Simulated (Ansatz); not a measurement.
A basis-limit estimate, worked out

An elementary step of Si4NH12F, singlet (Si₄H₉F ([F][Si]([SiH3])([SiH3])[SiH3]) + NH₃ → Si₃NH₈F ([NH2][Si]([F])([SiH3])[SiH3]) + SiH₄; bonds formed: Si1–N7, Si2–H6; bonds broken: Si1–Si2, H6–N7). “Start” is the structure reached by relaxing down from the saddle towards the reactants; PBE0-D4/def2-TZVP structures. The saddle:

Si1  (-1.145, -0.269, 0.310)
Si2  (1.968, 0.159, -0.547)
Si3  (-1.279, 1.081, -1.597)
Si4  (-0.016, 0.468, 2.214)
F5  (-2.647, -0.721, 0.724)
H6  (0.604, -1.296, -0.343)
N7  (-0.422, -1.896, -0.163)
H8  (1.757, 1.605, -0.891)
H9  (2.990, 0.202, 0.552)
H10  (2.724, -0.369, -1.736)
H11  (-0.740, 2.425, -1.281)
H12  (-0.547, 0.470, -2.738)
H13  (-2.715, 1.210, -1.978)
H14  (-1.011, 0.850, 3.259)
H15  (0.806, -0.651, 2.747)
H16  (0.828, 1.643, 1.897)
H17  (-0.369, -2.588, 0.577)
H18  (-0.786, -2.324, -1.008)
(Å)

Program: Ansatz 0.2.0. Basis: def2-TZVPP and def2-QZVPP. Cores are frozen in the correlated methods.

Energies in eV:

| quantity | saddle | start |
| --- | --- | --- |
| Hartree–Fock, triple zeta (X = 3) | -35828.93721 | -35831.07811 |
| Hartree–Fock, quadruple zeta (X = 4) | -35830.11805 | -35832.25309 |
| MP2 correlation, X = 3 | -27.65672 | -27.05289 |
| MP2 correlation, X = 4 | -29.81411 | -29.20343 |
| CCSD(T) correlation, X = 3 | -31.14024 | -30.58314 |

Problem. Work out the barrier at the basis limit: extrapolate Hartree–Fock as E(X) = E∞ + A exp(−7.88 √X) and the MP2 correlation as E(X) = E∞ + B X^−2.97 (the exponents that Neese and Valeev fitted for def2-TZVPP and QZVPP), then add CCSD(T) − MP2 in triple zeta.

Solution. Each step is linear, so take the differences first (saddle − start): Hartree–Fock 2.14090 (X = 3) and 2.13504 (X = 4); MP2 correlation -0.60383 and -0.61068; CCSD(T) correlation -0.55710.
Two points give E∞ = E(4) + w [E(4) − E(3)], with w = 1/(exp(7.88 (2 − √3)) − 1) = 0.1377 for Hartree–Fock and w = 1/((4/3)^2.97 − 1) = 0.7407 for the correlation.
Hartree–Fock: 2.13504 + 0.1377 × (-0.00586) = 2.1342 eV.
MP2 correlation: -0.61068 + 0.7407 × (-0.00685) = -0.6158 eV.
CCSD(T) − MP2: -0.55710 − (-0.60383) = 0.0467 eV.
Sum: 2.1342 + (-0.6158) + 0.0467 = 1.5651 eV, or 36.09 kcal/mol. Plain CCSD(T) in triple zeta gives 1.5838 eV, so the larger basis shifts the result by -0.0187 eV.

No T1 diagnostic of these runs exceeds 0.014.

Labels in which every atom is bracketed show which atoms are joined, not bond orders.

For scale, one of the runs: CCSD(T)/def2-TZVPP, 398 basis functions, launched by `ansatz run in.yaml --threads 4 --pin off --events-out ev --progress --plain --max-ram 66560MiB --backend cuda --devices 0, --max-vram 37GiB`. Time: 18 s of wall clock on 4 CPU threads of an AMD EPYC 7R13 and a share of one NVIDIA H100; the host was shared. Peak host memory: 1.6 GiB.
